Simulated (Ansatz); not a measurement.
Geometry optimisation, Ansatz, RKS B3LYP-D4/def2-SVP.

Input:

```yaml
crystal:
  periodic: [false, false, false]
  atoms:
    - { symbol: Ge, position_ang: [0.297896, -0.138987, 0.186803] }
    - { symbol: Ge, position_ang: [0.100575, -0.108193, 2.588692] }
    - { symbol: H, position_ang: [-1.046782, -1.031415, 3.030544] }
    - { symbol: H, position_ang: [1.431576, -0.604135, 3.199866] }
    - { symbol: H, position_ang: [-0.162266, 1.34149, 3.040092] }
    - { symbol: H, position_ang: [1.688438, -0.11565, -0.48172] }
    - { symbol: F, position_ang: [-0.561414, 1.21927, -0.507241] }
    - { symbol: F, position_ang: [-0.534776, -1.533561, -0.451435] }
    - { symbol: H, position_ang: [-2.230765, 0.678724, 0.931266] }
    - { symbol: H, position_ang: [-2.408582, 0.292456, 1.512135] }
basis:
  gaussian: { orbitals: def2-SVP }
hamiltonian:
  xc: b3lyp
  dispersion: d4
relax:
  f_tol: 0.03
  max_steps: 50
output:
  orbitals: {}
```

Run as:

```bash
$ ansatz run input.yaml --threads 4 --pin off --max-ram 5120MiB --backend cpu --events-out ev --progress --plain --runs-dir out
```

Where does it end, and by what steps?

The forces met the threshold. The force dipped under the threshold on the way, but the program's further checks kept it going. After 19 steps the energy has fallen by 0.157 eV; H10 moved furthest, 1.10 Å.

| step | energy less start (eV) | largest force component (eV/Å) | accepted |
| --- | --- | --- | --- |
| 0 | 0.0000 | 1.238 | yes |
| 1 | -0.0964 | 0.090 | yes |
| 2 | -0.1201 | 0.049 | yes |
| 3 | -0.1101 | 0.264 | no |
| 4 | -0.1261 | 0.097 | yes |
| 5 | -0.1314 | 0.049 | yes |
| 6 | -0.1366 | 0.143 | yes |
| 7 | -0.1397 | 0.189 | yes |
| 8 | -0.1438 | 0.164 | yes |
| 9 | -0.1478 | 0.172 | yes |
| 10 | -0.1408 | 0.333 | no |
| 11 | -0.1525 | 0.021 | yes |
| 12 | -0.1545 | 0.068 | yes |
| 13 | -0.1542 | 0.193 | no |
| 14 | -0.1557 | 0.036 | yes |
| 15 | -0.1564 | 0.065 | yes |
| 16 | -0.1567 | 0.058 | yes |
| 17 | -0.1567 | 0.090 | yes |
| 18 | -0.1572 | 0.052 | yes |
| 19 | -0.1575 | 0.005 | yes |

```xyz
10
Properties=species:S:1:pos:R:3
Ge 0.467 -0.242 0.156
Ge 0.198 -0.236 2.580
H -1.054 -1.052 2.931
H 1.451 -0.875 3.206
H 0.055 1.218 3.061
H 1.667 0.432 -0.538
F -0.965 0.460 -0.568
F 0.442 -1.899 -0.392
H -2.630 1.022 1.001
H -3.058 1.172 1.613
```

Run time: 36 s on 4 threads of Arm Neoverse V2, with other jobs on the host, peak memory 0.34 GiB.
